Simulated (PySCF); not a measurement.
Stationary points of B(OH)₃

Computed with PBE0 in PySCF with B def2-TZVP, O def2-TZVP, H def2-TZVP; no relativity; density-fitted integrals.

Relaxations began from a few typed shapes. The search is not exhaustive: other isomers or separated fragments can lie lower, and high-lying points may rest on an excited occupation.

Order these stationary points by electronic energy, lowest first, in kJ/mol from the lowest minimum.
A. singlet Cs: B–O 1.360 Å, B–O 1.367 Å, B–O 1.376 Å, O–H 0.958 Å (×3); B–O–H 111.6°, B–O–H 115.3°, B–O–H 115.9°, O–B–O 116.5°, O–B–O 118.3°
B. singlet C3h: B–O 1.366 Å (×3), O–H 0.960 Å (×3); B–O–H 112.2° (×3), O–B–O 120.0° (×3)

B (0.0), A (19.2).

Which of them are minima?

By energy in kJ/mol, 0.0: minimum; 19.2: minimum.
